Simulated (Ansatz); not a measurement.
This geometry of BCl2F + ClH (6 atoms, charge 0, multiplicity 1) is a first-order saddle point.

The calculation used Ansatz, RHF/def2-SVP.

```xyz
6
Properties=species:S:1:pos:R:3
B 0.016 -0.263 -0.018
F 0.014 0.090 1.455
Cl 1.538 0.197 -0.786
Cl -1.532 0.128 -0.773
Cl 0.062 -2.232 0.631
H 0.040 -1.035 1.633
```

(1) Which two structures does it join? (They come from a converged band through this point; their orientation in space is the band's.)

(2) How far does it lie above each of them?

## Answers

(1) Bonds broken: B1–F2, Cl5–H6. Bonds formed: B1–Cl5, F2–H6. BCl2F + ClH becomes BCl3 + FH.

Image 0:

```xyz
6
Properties=species:S:1:pos:R:3
B -0.005 0.436 -0.198
F 0.001 0.511 1.103
Cl 1.519 0.450 -1.052
Cl -1.537 0.371 -1.035
Cl 0.086 -2.852 1.175
H 0.073 -2.031 2.148
```

Image 8:

```xyz
6
Properties=species:S:1:pos:R:3
B 0.018 -0.565 -0.642
F 0.020 0.030 2.240
Cl 1.514 0.280 -0.952
Cl -1.522 0.204 -0.936
Cl 0.063 -2.244 -0.114
H 0.045 -0.819 2.545
```

(2) 2.16 eV above the first and 1.38 eV above the second. This is the barrier of this one path; another mechanism may lie lower. The orbitals stay closed-shell, which can raise the energy where a bond breaks towards radicals; this wasn't checked here.

The run took 7.6 min on 1 thread of Intel(R) Xeon(R) Platinum 8259CL CPU @ 2.50GHz (Skylake/Cascade Lake), on a shared host, peak memory 0.19 GiB.
